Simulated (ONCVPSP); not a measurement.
## Ranking ONCV potentials for cadmium (Cd)

All share these settings but for the change named:

```json
{"Element": "cadmium (Cd)", "Generator": "ONCVPSP 4.0.1", "Type": "optimised norm-conserving Vanderbilt (ONCV)", "Functional": "PBEsol", "Relativity": "scalar-relativistic", "Frozen core": "[Ar] 3d10", "Valence charge": "20", "Reference configuration": "4s2 4p6 4d10 5s2", "Partial waves": "4s+5s: rc 1.45 bohr, ncon 4, nbas 8, qcut 8.4 1/bohr, 2 projectors; 4p: rc 1.25 bohr, ncon 4, nbas 8, qcut 9.2 1/bohr, 2 projectors, debl 1.3 Ha; 4d: rc 1.35 bohr, ncon 4, nbas 9, qcut 10.9 1/bohr, 2 projectors, debl 1.3 Ha", "Local potential": "polynomial inside 1.10 bohr (lpopt 5, dvloc0 4 Ha)", "Core correction": "polynomial model core, fcfact 0.25"}
```

In the p channel the program set the typed energies aside and used -2.458, 0.250 Ha.

Test errors are all-electron minus pseudo excitation energies from the reference, over 4s2 4p6 4d10 5s1; 4s2 4p6 4d10 5s0; 4s2 4p6 4d9 5s0; 4s2 4p5 4d10 5s2. None of these files shows a bound ghost.

The base gives 60.7 meV.

Of 8 variants that were run, those that failed, showed a ghost or another fault, or gave nearly equal values are left out.

A variant can come out equal or close to the base, since the largest error may sit in a test that the change hardly touches while other tests move.

Problem. Rank these variants by their largest absolute test error, smallest first.
A. p: qcut 9.5
B. s: qcut 11.6; p: qcut 12.7; d: qcut 15
C. p: rc 1.32

Solution. B (47.6 meV), A (58.0 meV), C (68.8 meV).
